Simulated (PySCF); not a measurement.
Compound: F3Si(SH), F3HSSi.
SMILES: `F[Si](F)(F)S`

Theory: PySCF 2.14.0, PBE0-D3(BJ)/def2-TZVP geometry optimisation, gas phase.

Take the most abundant isotopes and a rigid rotor. 

**Question.** Give the principal moments of inertia and the rotational constants in MHz.

**Answer.** Ia = 124.20, Ib = 211.45, Ic = 215.64 u·Å²; 505379 MHz·u·Å²/I gives A = 4069, B = 2390, C = 2344 MHz.

**Question.** Classify the top.

**Answer.** A near-prolate asymmetric top: κ = (2 × 2390 − 4069 − 2344)/(4069 − 2344) = -0.95.

**Question.** Is it planar, by Δ = Ic − Ia − Ib?

**Answer.** Not planar: Δ = Ic − Ia − Ib = -120.01 u·Å². For a rigid frame Δ = −2 Σ m c², so Σ m c² = 60.01 u·Å² lies off the ab plane: 0.00 from hydrogen and 60.01 from heavier atoms. The atom farthest from that plane is 1.26 Å away.

**Question.** Give the other two planar moments, Paa and Pbb, and the rms extents of the mass along the axes.

**Answer.** Paa = Σ m a² = (Ib + Ic − Ia)/2 = 151.45 and Pbb = Σ m b² = (Ia + Ic − Ib)/2 = 64.19 u·Å². With the mass M = 117.95 u, the rms extents √(P/M) along a, b and c are 1.13, 0.74, 0.71 Å.

**Question.** Give the coordinates in the principal-axis frame, origin at the centre of mass.

**Answer.** The sense of each axis is arbitrary; atoms in the order of the calculation.
```csv
atom,mass (u),a (Å),b (Å),c (Å)
F1,18.998,-0.926,-0.705,-1.262
Si2,27.977,-0.310,0.004,0.000
F3,18.998,-0.929,-0.723,1.251
F4,18.998,-0.780,1.504,0.010
S5,31.972,1.779,-0.006,0.000
H6,1.008,1.826,-1.351,0.003
```

**Question.** List the rotational levels J(Ka,Kc) to J = 4 (K).

**Answer.** Above 0(0,0), as E/k:
J = 1: 1(0,1) 0.227, 1(1,1) 0.308, 1(1,0) 0.310
J = 2: 2(0,2) 0.681, 2(1,2) 0.760, 2(1,1) 0.767, 2(2,1) 1.008, 2(2,0) 1.008
J = 3: 3(0,3) 1.363, 3(1,3) 1.438, 3(1,2) 1.451, 3(2,2) 1.690, 3(2,1) 1.690, 3(3,1) 2.098, 3(3,0) 2.098
J = 4: 4(0,4) 2.271, 4(1,4) 2.342, 4(1,3) 2.365, 4(2,3) 2.599, 4(2,2) 2.599, 4(3,2) 3.007, 4(3,1) 3.007, 4(4,1) 3.579, 4(4,0) 3.579
The levels of one J sum to (2J + 1)J(J + 1)(A + B + C)/3.

**Question.** Predict some low-J microwave lines.

**Answer.** The dipole components are |μa| = 1.32 D, |μb| = 0.90 D, |μc| = 0.00 D; the mirror of this Cs structure is the ab plane, so μc vanishes by symmetry and there are no c-type lines. The squared components, which scale the intensities, stand as 1.00 : 0.46 (a : b). Some lines, for components of 0.1 D or more:

```tsv
type	branch	J(Ka,Kc)	MHz	lower level (cm⁻¹)
b	Q	2(2,1) ← 2(1,2)	5176	0.528
b	Q	4(3,2) ← 4(2,3)	8514	1.806
b	R	3(1,2) ← 2(2,1)	9233	0.701
b	R	4(2,2) ← 3(3,1)	10436	1.458
b	R	2(1,2) ← 1(0,1)	11100	0.158
a	R	3(0,3) ← 2(0,2)	14197	0.474
b	R	2(2,1) ← 1(1,0)	14551	0.215
a	R	4(3,1) ← 3(3,0)	18937	1.458
b	R	3(2,1) ← 2(1,2)	19382	0.528
b	R	3(3,1) ← 2(2,0)	22712	0.701
b	R	4(2,3) ← 3(1,2)	23902	1.009
```

**Question.** Estimate the classical rotational partition function at 10 K, 298.15 K and 500 K.

**Answer.** Point group Cs, symmetry number σ = 1; q = (√π/σ)·√((kT/h)³/(ABC)), k/h = 20836.6 MHz/K: 1120 at 10 K, 182000 at 298.15 K, 395000 at 500 K.

Whether it is a minimum is left open (no frequencies). No vibrational averaging or centrifugal distortion is included, and the geometry carries the error of its method.

Conformer computed: `[F:1][Si:2]([F:3])([F:4])[SH:5]`: H–S5–Si2–F1 -61°.
